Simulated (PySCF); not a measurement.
**`C[Si@@H]1N[Si@@H](C)P1`, C₂H₁₀NPSi₂**

Molfile (atoms numbered from 1):
```
C2H10NPSi2
     RDKit          3D

 16 16  0  0  0  0  0  0  0  0999 V2000
    2.8922   -0.0283    0.0037 C   0  0  0  0  0  0  0  0  0  0  0  0
    1.1788    0.4953    0.6284 Si  0  0  2  0  0  4  0  0  0  0  0  0
    0.0002   -0.7831    0.5186 N   0  0  0  0  0  0  0  0  0  0  0  0
   -1.2540   -0.2303   -0.5576 Si  0  0  1  0  0  4  0  0  0  0  0  0
   -2.9609   -0.1458    0.2579 C   0  0  0  0  0  0  0  0  0  0  0  0
   -0.1524    1.7448   -0.7151 P   0  0  0  0  0  0  0  0  0  0  0  0
    3.2989   -0.8205    0.6237 H   0  0  0  0  0  0  0  0  0  0  0  0
    3.5827    0.8073    0.0386 H   0  0  0  0  0  0  0  0  0  0  0  0
    2.8533   -0.3900   -1.0195 H   0  0  0  0  0  0  0  0  0  0  0  0
    1.2365    1.0424    1.9897 H   0  0  0  0  0  0  0  0  0  0  0  0
    0.0364   -1.6715    0.9909 H   0  0  0  0  0  0  0  0  0  0  0  0
   -1.2759   -1.0489   -1.7791 H   0  0  0  0  0  0  0  0  0  0  0  0
   -3.6886    0.2876   -0.4191 H   0  0  0  0  0  0  0  0  0  0  0  0
   -2.9413    0.4590    1.1589 H   0  0  0  0  0  0  0  0  0  0  0  0
   -3.3053   -1.1394    0.5250 H   0  0  0  0  0  0  0  0  0  0  0  0
    0.4918    1.4305   -1.8974 H   0  0  0  0  0  0  0  0  0  0  0  0
  1  2  1  0
  2  3  1  0
  3  4  1  0
  4  5  1  0
  4  6  1  0
  6  2  1  0
  1  7  1  0
  1  8  1  0
  1  9  1  0
  2 10  1  1
  3 11  1  0
  4 12  1  6
  5 13  1  0
  5 14  1  0
  5 15  1  0
  6 16  1  0
M  END
```

Theory: TDDFT B3LYP/def2-SVPD circular dichroism and optical rotation, one conformer, gas phase (PySCF). Geometry: GFN2-xTB.

(1) Draw the ECD and absorption spectra from the lowest 8 states, each a Gaussian of half-width 0.2 eV at 1/e height.

Results:

(1) 
```tsv
E (eV)	λ (nm)	Δε (L mol⁻¹ cm⁻¹)	ε (L mol⁻¹ cm⁻¹)
4.79	259	-0.01	2.41
4.94	251	-0.13	58.5
5.09	244	-0.92	461
5.24	237	-1.09	1190
5.39	230	+3.69	1020
5.54	224	+6.40	321
5.69	218	+2.72	59.1
5.84	212	+0.80	219
5.99	207	+0.52	1490
6.14	202	+0.61	4900
6.29	197	+6.57	9590
```
Δε uses R in velocity form, ε uses f in length form. Only the states computed contribute, so the short-wavelength end is incomplete.
